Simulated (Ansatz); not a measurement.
Breaking a bond: OH (cation, charge +1), triplet.

ROHF/cc-pVTZ (Ansatz, a first-principles code); ROMP2 = MP2 on ROHF/cc-pVTZ, frozen core in Ansatz; UHF/cc-pVTZ (Ansatz); UMP2 = MP2 on UHF/cc-pVTZ, frozen core run with Ansatz; UKS-BLYP = unrestricted BLYP/cc-pVTZ in Ansatz; UKS-B3LYP = unrestricted B3LYP/cc-pVTZ (Ansatz); UKS-PBE = unrestricted PBE/cc-pVTZ (Ansatz); FCI = full CI/cc-pVTZ, frozen core run with Ansatz.

All curves are set to zero at 1.04 Å and compared with full CI in the same basis at 1.04, 1.06, 1.11, 1.15, 1.21, 1.28, 1.37, 1.54, 1.74, 1.87, 2.08, 2.29, 2.54, 2.82, 3.11, 3.57, 4.17 Å.

Q: Which method stays most parallel to full CI over these points, and which least?

A: ROMP2 has the smallest spread and UKS-BLYP the largest. In order (mEh): ROMP2 11.10, ROHF 19.06, UMP2 23.17, UKS-B3LYP 53.78, UHF 58.77, UKS-PBE 69.34, UKS-BLYP 72.61.

Errors against full CI at some of the points (mEh):

```csv
method,1.28 Å,1.54 Å,2.08 Å,2.54 Å,4.17 Å
ROMP2,2.6,5.6,10.3,11.1,6.2
ROHF,7.8,14.4,19.1,15.0,2.6
UMP2,2.8,9.9,18.6,14.0,-4.6
UKS-B3LYP,-2.2,-4.7,-16.3,-29.6,-53.8
UHF,6.1,7.5,-9.9,-26.7,-51.3
UKS-PBE,-4.6,-8.9,-22.9,-39.1,-69.3
UKS-BLYP,-5.6,-11.1,-26.4,-42.4,-72.6
```

The T1 diagnostic of CCSD on the restricted reference of ROMP2 exceeds 0.045 at 1.74 to 4.17 Å. The unrestricted determinant behind UHF, UMP2 is spin-contaminated at 1.54 to 4.17 Å (<S²> up to 3.0, against 2.00 for a pure triplet). The unrestricted determinant behind UKS-BLYP, UKS-PBE is spin-contaminated at 1.87 to 4.17 Å (<S²> up to 2.5, against 2.00 for a pure triplet). The unrestricted determinant behind UKS-B3LYP is spin-contaminated at 1.74 to 4.17 Å (<S²> up to 2.5, against 2.00 for a pure triplet).
